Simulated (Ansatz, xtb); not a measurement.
## Isomers of C6H5ClS in order of energy

3 gas-phase structures of C6H5ClS, from a drawn sample of its isomers (lower ones may exist). Each was relaxed with GFN2-xTB; where two conformers were screened, the lower at r2SCAN-D4/def2-SVP is listed:

A. `C=Cc1sccc1Cl`, a singlet
B. `C=Cc1cscc1Cl`, a singlet
C. `C=Cc1csc(Cl)c1`, a singlet

Estimate their order in r2SCAN-D4/def2-SVP energy at these geometries, lowest first.

Calculated order at r2SCAN-D4/def2-SVP: A (0.0), B (12.1), C (18.0) kJ/mol.

Energies above the lowest of each column, in kJ/mol; the last columns are at B3LYP-D3(BJ)/def2-SVP geometries:

```tsv
structure	GFN2-xTB	HF/STO-3G	r2SCAN-D4/def2-SVP	B3LYP-D3(BJ)/def2-SVP	CCSD(T)/def2-SVP + ΔMP2/def2-TZVPP
A	0.0	0.0	0.0	0.0	0.0
B	7.7	6.1	12.1	10.7	7.1
C	17.5	11.5	18.0	17.2	13.5
```

Every level run on A puts it lowest or level with the lowest. Some further structures that were screened fall inside this span and aren't listed. Flexible structures stand in one conformer each, not always the lowest. ΔMP2 is the change of the MP2 energy from the smaller to the larger basis.

Programs: Ansatz 0.2.0, xtb 6.7.1.
